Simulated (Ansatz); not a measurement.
Reaction (cleavage of the Al–Sn bond): `[OH][SnH2][AlH2]` + H₂S → `[AlH2][SH]` + `[OH][SnH3]`

Isolated molecules relaxed with PBE0-D4/def2-TZVP in Ansatz; ΔE leaves out vibrations. CBS: MP2 limit from def2 TZ/QZ plus the TZ coupled-cluster correction, frozen cores. This one scheme is used for every species. DFT in def2-TZVPP. Elements past krypton have def2 core potentials. For Sn outer-core shells are correlated without core-valence functions, which leaves a few kJ/mol of doubt a bond. One conformer a species, not always the lowest.

```tsv
level	ΔE (kJ/mol)
LDA (SPW92)	-77.2
BLYP-D4	-76.8
r2SCANh-D4	-84.5
ωB97X-V	-83.8
B2PLYP	-83.1
LC-ωPBE	-84.7
HF/def2-TZVPP	-89.1
SCS-MP2/def2-TZVPP	-85.5
```

Task: What does CCSD(T)/CBS give? (Estimate.)

Result: Computed: -79.3 kJ/mol. The listed levels differ from it by 2.1, 2.5, -5.2, -4.5, -3.8, -5.4, -9.8, -6.2 kJ/mol.

Largest T1 diagnostic among the species: 0.014.

At CCSD(T), def2-SVP lies −5.2 kJ/mol from the extrapolated value and def2-TZVPP −3.4 kJ/mol. From BLYP to BHLYP (50 % exact exchange), in def2-TZVPP and without D4, ΔE moves by −7.9 kJ/mol.
